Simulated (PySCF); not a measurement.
A GIAO shielding run with PySCF 2.14 (density fitting, non-relativistic, gas phase) on SMILES [H]/N=C(\CC#C[SiH3])CC=C, C$_{7}$H$_{11}$NSi:

```
$ OMP_NUM_THREADS=1 python probes_run.py task.json out

{"job": {"kind": "nmr", "xc": "PBE0", "basis": "pcSseg-1"}, "charge": 0, "multiplicity": 1}
C     -2.441696     0.592365    -0.958732
C     -2.172487     0.929623     0.288337
C     -0.803376     1.282200     0.788953
C     -0.290240     0.210951     1.712859
N     -0.134515     0.481193     2.927549
C     -0.028658    -1.133423     1.055475
C      0.925602    -1.000487    -0.026557
C      1.726278    -0.850387    -0.915036
Si     2.938495    -0.623873    -2.285847
H     -3.438784     0.339641    -1.278308
H     -1.673517     0.559081    -1.714723
H     -2.953449     0.949761     1.037394
H     -0.840538     2.219914     1.345250
H     -0.113957     1.377806    -0.052552
H      0.212932    -0.274962     3.514337
H      0.346937    -1.850197     1.793525
H     -0.975382    -1.507396     0.650711
H      2.672092    -1.637188    -3.310926
H      4.289115    -0.776656    -1.740240
H      2.750000     0.722713    -2.834508
```

Hardware: 1 thread of an Arm Neoverse V2, shared host. The job also computes population analyses, field gradients.

Problem. How large is the calculation?

Solution. 74 electrons, 215 basis functions and 1128 auxiliary functions.

Problem. How long does it take, and how much memory does it need?

Solution. 40 s of wall time, with 14 SCF cycles and 5 response iterations; peak memory 0.97 GiB. Times on a shared host scatter by some tens of per cent.
